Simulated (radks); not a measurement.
Spherical quantum dot in the effective-mass picture: electrons in a hard-walled sphere of radius 2.81, with a point charge +1 (a donor) at the centre, all in effective atomic units (hartree* = m*/eps^2 hartree, bohr* = eps/m* bohr), one dielectric constant everywhere. Calculated with a radial shooting solver with Libxc functionals: non-relativistic Kohn-Sham, PBEsol, spin-polarised, spherical densities. Levels are named by radial order and angular momentum (1s, 1p, 1d, 2s, ...), and open shells are averaged over m. Each electron was tried in the lowest free levels, single moves between levels near the top were tried too, and the lowest total energy was kept; such a search can miss a lower state. At N = 1 the Hartree and exchange-correlation terms need not cancel, so that row can carry a self-interaction error.

N	open shells	2S	mu = E(N) - E(N-1) (hartree*)	addition energy mu(N+1) - mu(N) (hartree*)	e(HOMO) (hartree*)	rms radius (bohr*)
1	1s(up 1, down 0)	1	-0.37748	0.7332	-0.086475	1.226
2	none	0	0.35569	1.309	0.61639	1.329
3	1p(up 1, down 0)	1	1.6652	0.4513	1.8858	1.498
4	1p(up 2, down 0)	2	2.1165	0.4680	2.3494	1.584
5	1p(up 3, down 0)	3	2.5845	0.6109	2.8201	1.640
6	1p(up 3, down 1)	2	3.1954	0.4384	3.4107	1.684
7	1p(up 3, down 2)	1	3.6338	0.4526	3.8589	1.717
8	none	0	4.0864	1.182	4.3145	1.745
9	1d(up 1, down 0)	1	5.2685	0.4349	5.4852	1.778
10	1d(up 2, down 0)	2	5.7034	0.4379	5.9220	1.806
11	1d(up 3, down 0)	3	6.1413	0.4395	6.3609	1.830
12	1d(up 4, down 0)	4	6.5808	0.4403	6.8009	1.850
13	1d(up 5, down 0)	5	7.0211	0.5667	7.2414	1.867
14	1d(up 5, down 1)	4	7.5878	0.4271	7.8007	1.884
15	1d(up 5, down 2)	3	8.0149	0.4303	8.2297	1.898
16	1d(up 5, down 3)	2	8.4452	0.4321	8.6610	1.911
17	1d(up 5, down 4)	1	8.8772	0.4331	9.0937	1.923
18	none	0	9.3104	0.8878	9.5271	1.934
19	2s(up 1, down 0)	1	10.198	0.7273	10.489	1.927
20	none	0	10.925	0.5657	11.213	1.919
21	1f(up 1, down 0)	1	11.491	0.4228	11.702	1.932
22	1f(up 2, down 0)	2	11.914	0.4234	12.128	1.943
23	1f(up 3, down 0)	3	12.337	0.4023	12.584	1.954
24	2s(up 1, down 0) 1f(up 5, down 0)	6	12.740	-	12.943	1.981

All shells are closed at N = 2, 8, 18, 20 (there: 1s2 1p6 1d10 2s2); the second difference of the energy has clear peaks (12 % above both neighbours; the first and last values, which can be the largest, are not judged, and half-filled shells can peak too) at N = 2, 5, 8, 13, 18.
